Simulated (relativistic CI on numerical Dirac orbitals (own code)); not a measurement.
**What each ingredient does to the levels of Co18+**

Base calculation: Dirac-Coulomb-Breit CI, separate exchange-only KLI orbitals for each configuration, model QED (radiative potential, 1s self-energy scaled to tabulated hydrogen-like ionisation energies), unscaled Slater integrals.

CI space (outside the closed core 1s2): 2s²2p⁵, 2s2p⁶, 2p⁶3s, 2p⁶3p, 2s²2p⁴3s, 2p⁶3d, 2s²2p⁴3p, 2s²2p⁴3d, 2s2p⁵3s, 2s2p⁵3p, 2s2p⁵3d, 2s²2p⁴4s, 2s²2p⁴4p, 2s²2p⁴4d, 2s²2p⁴4f, 2s2p⁵4s, 2s²2p³3s², 2s2p⁵4p, 2s²2p⁴5s, 2s²2p⁴5p, 2s²2p⁴5d, 2s2p⁵4d, 2s²2p⁴5f, 2s²2p⁴5g, 2s2p⁵4f, 2s²2p³3s3p, 2s²2p³3p², 2s²2p³3s3d, 2s²2p³3p3d, 2s2p⁴3s², 2s2p⁴3s3p, 2s²2p³3d², 2s2p⁵5s, 2s2p⁵5p, 2s2p⁵5d, 2s2p⁵5f. Levels of other configurations are missing.

Variants: (1) QED terms removed. Shifts of the energy above 2s²2p⁵ ²P°3/2, in eV, for the lowest level and the first level of each name with at least 55 % of one term (blank where a level changes its place among those of its configuration and J or its character, or is not in the variant):

```
          Level     Base    Δ(1)
  2s²2p⁵ ²P°3/2    0.000   0.000
  2s²2p⁵ ²P°1/2   15.102  -0.036
    2s2p⁶ ²S1/2  142.347  +0.455
 2s²2p⁴3s ⁴P5/2  849.125  -0.123
 2s²2p⁴3s ²P3/2  852.751  -0.126
 2s²2p⁴3s ⁴P1/2  860.116  -0.135
 2s²2p⁴3s ⁴P3/2  863.296  -0.156
 2s²2p⁴3s ²P1/2  866.487  -0.156
 2s²2p⁴3s ²D5/2  874.121  -0.155
 2s²2p⁴3s ²D3/2  874.693  -0.156
2s²2p⁴3p ⁴P°3/2  881.369  -0.002
2s²2p⁴3p ⁴P°5/2  881.985  -0.006
2s²2p⁴3p ²D°5/2  886.469  -0.009
2s²2p⁴3p ⁴D°7/2  886.501  -0.012
2s²2p⁴3p ⁴D°1/2  893.682  -0.015
2s²2p⁴3p ⁴P°1/2  894.621  -0.033
 2s²2p⁴3s ²S1/2  895.280  -0.167
2s²2p⁴3p ⁴D°5/2  899.401  -0.044
2s²2p⁴3p ²D°3/2  902.596  -0.043
2s²2p⁴3p ²F°5/2  906.633  -0.036
2s²2p⁴3p ²F°7/2  909.853  -0.044
 2s²2p⁴3d ⁴D5/2  926.242  -0.007
```

At this charge energies of transitions that change n are usually good to better than 1 %, and those within a shell (Δn = 0) to a few per cent.

Ionisation energy from the two ground configurations alone: base 1495.74 eV. The NIST ASD value (measured) is 1504.5 eV.

LS names give the leading component of a level, which can be under half, so a name can repeat, a term be missing and a line seem to break the LS rules.
